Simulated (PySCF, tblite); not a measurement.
Isomers of C2H12O2Si4, one GFN2-xTB conformer each. Single-point energies are computed at PBE0/pcSseg-1 (PySCF, gas phase, no added dispersion term), electronic only.

```
                         SMILES  GFN2-xTB relative energy (kJ/mol)
C[SiH2][Si@H]([SiH2]O)[SiH2]C=O                              541.4
[SiH3]O[Si@@H]1C[SiH2][SiH2]CO1                              100.9
CCO[Si@@H]1[SiH2][SiH2][Si@H]1O                              386.5
C=C[Si@H](O[SiH3])[SiH2]O[SiH3]                                0.0
C[Si]([SiH3])([SiH3])[SiH2]OC=O                              435.9
```

Conformers: `[CH3:1][SiH2:2][Si@H:3]([SiH2:4][OH:5])[SiH2:6][CH:7]=[O:8]` with C1–Si2–Si3–Si4 -50°, Si2–Si3–Si4–O5 -58°, Si3–Si4–O5–H -40°, Si2–Si3–Si6–C7 65°, Si3–Si6–C7–O8 30°; `[SiH3:1][O:2][Si@@H:3]1[CH2:4][SiH2:5][SiH2:6][CH2:7][O:8]1` with Si1–O2–Si3–C4 47°, O2–Si3–C4–Si5 -73°, Si3–C4–Si5–Si6 -42°, C4–Si5–Si6–C7 38°, Si5–Si6–C7–O8 -44°; `[CH3:1][CH2:2][O:3][Si@@H:4]1[SiH2:5][SiH2:6][Si@H:7]1[OH:8]` with C1–C2–O3–Si4 169°, C2–O3–Si4–Si5 -67°, Si6–Si7–O8–H 46°, O3–Si4–Si5–Si6 -95°, Si4–Si5–Si6–Si7 -7°, Si5–Si6–Si7–O8 -107°, O3–Si4–Si7–Si6 103°; `[CH2:1]=[CH:2][Si@H:3]([O:4][SiH3:5])[SiH2:6][O:7][SiH3:8]` with C1–C2–Si3–O4 167°, C2–Si3–O4–Si5 11°, C2–Si3–Si6–O7 -64°; `[CH3:1][Si:2]([SiH3:3])([SiH3:4])[SiH2:5][O:6][CH:7]=[O:8]` with C1–Si2–Si5–O6 180°, Si2–Si5–O6–C7 179°, Si5–O6–C7–O8 0°.

**Question.** What does PBE0/pcSseg-1 give for the same structures?

**Answer.** 
```
                         SMILES  PBE0/pcSseg-1 E (Eh)  PBE0/pcSseg-1 (kJ/mol)  GFN2-xTB (kJ/mol)  point group
[SiH3]O[Si@@H]1C[SiH2][SiH2]CO1           -1391.15175                     0.0              100.9           C1
C=C[Si@H](O[SiH3])[SiH2]O[SiH3]           -1391.13080                    55.0                0.0           C1
CCO[Si@@H]1[SiH2][SiH2][Si@H]1O           -1391.08716                   169.6              386.5           C1
C[Si]([SiH3])([SiH3])[SiH2]OC=O           -1391.07834                   192.7              435.9      near Cs
C[SiH2][Si@H]([SiH2]O)[SiH2]C=O           -1391.06479                   228.3              541.4           C1
```

GFN2-xTB puts C=C[Si@H](O[SiH3])[SiH2]O[SiH3] lowest instead; measured from each level's own lowest isomer, the values differ by up to 313.1 kJ/mol (C[SiH2][Si@H]([SiH2]O)[SiH2]C=O: 541.4 against 228.3). As drawn, the highest has a C=O bond and an O–H bond, which the lowest lacks.

**Question.** Which frontier levels, dipoles and rotational constants go with these structures?

**Answer.** 
```csv
SMILES,"HOMO (eV, PBE0/pcSseg-1)",LUMO (eV),dipole (D),"A, B, C (MHz)"
[SiH3]O[Si@@H]1C[SiH2][SiH2]CO1,-7.45,-0.31,1.28,"1318, 746.4, 695.0"
C=C[Si@H](O[SiH3])[SiH2]O[SiH3],-7.45,-0.84,1.06,"1872, 463.2, 389.1"
CCO[Si@@H]1[SiH2][SiH2][Si@H]1O,-6.93,-1.90,1.64,"1329, 640.6, 534.3"
C[Si]([SiH3])([SiH3])[SiH2]OC=O,-8.25,-1.13,2.49,"1188, 568.8, 518.9"
C[SiH2][Si@H]([SiH2]O)[SiH2]C=O,-7.41,-1.93,2.85,"1013, 733.4, 569.7"
```

**Question.** What happens when harmonic zero-point energies from GFN2-xTB frequencies are added?

**Answer.** 
| SMILES | ZPE (kJ/mol) | electronic (kJ/mol) | with ZPE (kJ/mol) |
| --- | --- | --- | --- |
| [SiH3]O[Si@@H]1C[SiH2][SiH2]CO1 | 336.4 | 0.0 | 0.0 |
| C=C[Si@H](O[SiH3])[SiH2]O[SiH3] | 321.4 | 55.0 | 40.0 |
| CCO[Si@@H]1[SiH2][SiH2][Si@H]1O | 345.1 | 169.6 | 178.4 |
| C[Si]([SiH3])([SiH3])[SiH2]OC=O | 325.5 | 192.7 | 181.9 |
| C[SiH2][Si@H]([SiH2]O)[SiH2]C=O | 329.7 | 228.3 | 221.7 |

The zero-point energies span 23.7 kJ/mol. The order is unchanged.
